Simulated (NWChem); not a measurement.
System meant: WH6O3; SMILES [OH][WH3]([OH])[OH]

Here is an NWChem input.

```
start job
memory heap 200 mb stack 900 mb global 1100 mb
geometry units angstroms noautoz
  W      0.006801    -0.004933    -0.576367
  O     -1.353012    -1.224054    -1.056487
  H     -1.953052    -1.741575    -0.510702
  O     -0.360321     1.778201    -1.077866
  H     -0.531986     2.558564    -0.541838
  O      1.744552    -0.583998    -1.035442
  H      2.490460    -0.833643    -0.481320
  H      0.201597    -0.984502     0.774473
  H     -0.968953     0.325539     0.750732
  H      0.750832     0.684100     0.762897
end
basis spherical
  * library def2-svp
end
ecp
  W library def2-ecp
end
dft
  xc b3lyp
  iterations 4
  mulliken
end
task dft energy
```

End of the output:

```
    Atom       Charge   Shell Charges
 -----------   ------   -------------------------------------------------------
    1 W   14    13.84   0.00  0.04  1.08  0.80  0.34  0.17  4.97  1.29  0.41  3.12  1.32  0.29
    2 O    8     8.11   1.97  0.88  0.60  2.71  1.93  0.01
    3 H    1     0.89   0.55  0.16  0.18
    4 O    8     8.11   1.97  0.88  0.60  2.71  1.93  0.01
    5 H    1     0.89   0.55  0.16  0.18
    6 O    8     8.11   1.97  0.88  0.60  2.71  1.93  0.01
    7 H    1     0.89   0.55  0.16  0.18
    8 H    1     1.06   0.64  0.38  0.04
    9 H    1     1.06   0.64  0.38  0.04
   10 H    1     1.06   0.64  0.38  0.04

 center of mass
 --------------
 x =   0.00014928 y =  -0.00011752 z =  -0.01639053

 moments of inertia (a.u.)
 ------------------
         382.318374365139          -0.000000000000           0.000000000000
          -0.000000000000         381.611758440840           0.000000000000
           0.000000000000           0.000000000000         656.667887435353

     Multipole analysis of the density
     ---------------------------------

     L   x y z        total         alpha         beta         nuclear
     -   - - -        -----         -----         ----         -------
     0   0 0 0      0.000000    -22.000000    -22.000000     44.000000

     1   1 0 0     -0.003429      0.012070      0.012070     -0.027570
     1   0 1 0      0.002839     -0.009475     -0.009475      0.021788
     1   0 0 1      0.132764      4.053113      4.053113     -7.973462

     2   2 0 0    -28.642956   -106.784486   -106.784486    184.926017
     2   1 1 0      0.000088      0.000004      0.000004      0.000080
     2   1 0 1     -0.006228      0.002602      0.002602     -0.011432
     2   0 2 0    -28.545566   -106.981837   -106.981837    185.418107
     2   0 1 1      0.005003     -0.001985     -0.001985      0.008972
     2   0 0 2    -35.773348    -35.952361    -35.952361     36.131373

 ------------------------------------------------------------------------
 dft energy failed                                                                                  0
 ------------------------------------------------------------------------
 ------------------------------------------------------------------------
  current input line :
    26: task dft energy
 ------------------------------------------------------------------------
 ------------------------------------------------------------------------
 This type of error is most commonly associated with calculations not reaching convergence criteria
 ------------------------------------------------------------------------
 For more information see the NWChem manual at https://nwchemgit.github.io

0:dft energy failed:Received an Error in Communication
```

Problem. What is wrong, and how is it mended?

Solution. Convergence was not reached. Cause: the SCF was allowed too few iterations. This input runs:
```
start job
memory heap 200 mb stack 900 mb global 1100 mb
geometry units angstroms noautoz
  W      0.006801    -0.004933    -0.576367
  O     -1.353012    -1.224054    -1.056487
  H     -1.953052    -1.741575    -0.510702
  O     -0.360321     1.778201    -1.077866
  H     -0.531986     2.558564    -0.541838
  O      1.744552    -0.583998    -1.035442
  H      2.490460    -0.833643    -0.481320
  H      0.201597    -0.984502     0.774473
  H     -0.968953     0.325539     0.750732
  H      0.750832     0.684100     0.762897
end
basis spherical
  * library def2-svp
end
ecp
  W library def2-ecp
end
dft
  xc b3lyp
  iterations 150
  mulliken
end
task dft energy
```
It converges to -296.28194 Ha (B3LYP/def2-SVP with def2 effective core potentials on W).
